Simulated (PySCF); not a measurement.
Compound: C₅H₅ClF₃N₂P.
Atom-mapped SMILES: `[CH3:1][c:2]1[p:3][c:4]([Cl:5])[n:6][n:7]1[CH2:8][C:9]([F:10])([F:11])[F:12]`

NICS = −σ at a ghost point: NICS(0) at the centroid of the ring atoms, NICS(1) 1 Å to either side along the normal of their mean plane, zz for the tensor component along that normal. Level: GIAO PBE0/pcSseg-1 (PySCF, non-relativistic, gas phase) on the GFN2-xTB geometry, one conformer.

Ring bond lengths (Å), with Mayer bond orders in brackets: C2–P3 1.733 (1.38), P3–C4 1.772 (1.13), C4–N6 1.305 (1.54), N6–N7 1.330 (1.15), N7–C2 1.355 (1.14).

Task: What do the NICS probes read (ppm)?

Result: 
```json
{"ring": "C2–P3–C4–N6–N7", "type": "5-membered ring with 2 N and P; formal bonds all aromatic", "NICS(0)": "-11.0", "NICS(1), two faces": "-10.8 / -10.6", "NICS(1)zz, two faces": "-24.1 / -22.7", "rms pucker (Å)": "0.00", "centre to ring atoms, mean (Å)": "1.27"}
```

Task: What do they say, and how far can they be read as aromaticity?

Result: 
- C2–P3–C4–N6–N7: mean NICS(1)zz -23.4 ppm, shielded.

Task: What does the geometric index give? Use HOMA with the parameters of Krygowski (1993).

Result: 
- C2–P3–C4–N6–N7: HOMA 0.80; the largest term is that of P3–C4, α(R − Ropt)² = 0.66.

Task: Give the inner angles of the rings and the Hirshfeld charges of the ring atoms.

Result: 
- C2–P3–C4–N6–N7: C2 111.7° (-0.007 e), P3 85.6° (+0.017 e), C4 116.2° (-0.019 e), N6 110.0° (-0.144 e), N7 116.6° (+0.039 e); sum 540.0° against 540° for a flat convex ring.

Hardware: one thread, x86-64 server, no GPU, shared host. Cost: 1.7 min. This is the whole shielding run at PBE0/pcSseg-1, SCF included.

The values belong to the conformer `[CH3:1][c:2]1[p:3][c:4]([Cl:5])[n:6][n:7]1[CH2:8][C:9]([F:10])([F:11])[F:12]`: N6–N7–C8–C9 -88°, N7–C8–C9–F10 -61°.
